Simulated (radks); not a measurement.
Neutral platinum inside a hard spherical wall (all orbitals vanish at R), configuration held at [Xe] 4f14 5d9 6s1 and not refilled when levels cross. Calculated with a radial shooting solver on a logarithmic mesh with Libxc functionals: scalar-relativistic Kohn-Sham, PBE, spin-unpolarised, spherical densities, finite nucleus; Fermi nuclear charge, rms radius 5.427 fm. Eigenvalues in eV, with the zero of energy where the potential of the charges vanishes at infinity; a dash marks a level that is unbound or too diffuse for the functional's potential to be trusted. A positive occupied level is held by the wall or, in an anion where self-interaction has pushed it up, behind a barrier. The pressure on the wall is -dE/dV.

R (bohr) = free: E (hartree) -18409.6796; kinetic (hartree) 20521.236; e(4f) -70.086; e(5p) -56.023; e(5d) -6.143; e(6s) -5.654; e(6p, empty) -; e(7s, empty) -; pressure (GPa) 0
R (bohr) = 12: E (hartree) -18409.6796; kinetic (hartree) 20521.236; e(4f) -70.085; e(5p) -56.022; e(5d) -6.142; e(6s) -5.653; e(6p, empty) -0.787; e(7s, empty) 0.861; pressure (GPa) 0.000199
R (bohr) = 10: E (hartree) -18409.6795; kinetic (hartree) 20521.238; e(4f) -70.075; e(5p) -56.011; e(5d) -6.132; e(6s) -5.643; e(6p, empty) -0.670; e(7s, empty) 1.727; pressure (GPa) 0.00379
R (bohr) = 7: E (hartree) -18409.6737; kinetic (hartree) 20521.286; e(4f) -69.807; e(5p) -55.748; e(5d) -5.890; e(6s) -5.379; e(6p, empty) 0.280; e(7s, empty) 6.506; pressure (GPa) 0.362
R (bohr) = 5: E (hartree) -18409.5967; kinetic (hartree) 20521.738; e(4f) -67.988; e(5p) -54.022; e(5d) -4.328; e(6s) -3.425; e(6p, empty) 4.109; e(7s, empty) 20.796; pressure (GPa) 10.7
R (bohr) = 4: E (hartree) -18409.3288; kinetic (hartree) 20523.032; e(4f) -64.150; e(5p) -50.546; e(5d) -1.099; e(6s) 1.186; e(6p, empty) 11.386; e(7s, empty) 43.245; pressure (GPa) 77.7
R (bohr) = 3.5: E (hartree) -18408.9124; kinetic (hartree) 20524.851; e(4f) -59.918; e(5p) -46.872; e(5d) 2.521; e(6s) 6.935; e(6p, empty) 19.759; e(7s, empty) 66.287; pressure (GPa) 237
R (bohr) = 3: E (hartree) -18407.8902; kinetic (hartree) 20529.052; e(4f) -52.318; e(5p) -40.531; e(5d) 9.290; e(6s) 18.841; e(6p, empty) 36.198; e(7s, empty) 107.52; pressure (GPa) 827
R (bohr) = 2: E (hartree) -18395.7245; kinetic (hartree) 20575.652; e(4f) -6.954; e(5p) -2.225; e(5d) 56.686; e(6s) 118.59; e(6p, empty) 158.49; e(7s, empty) 366.99; pressure (GPa) 19800
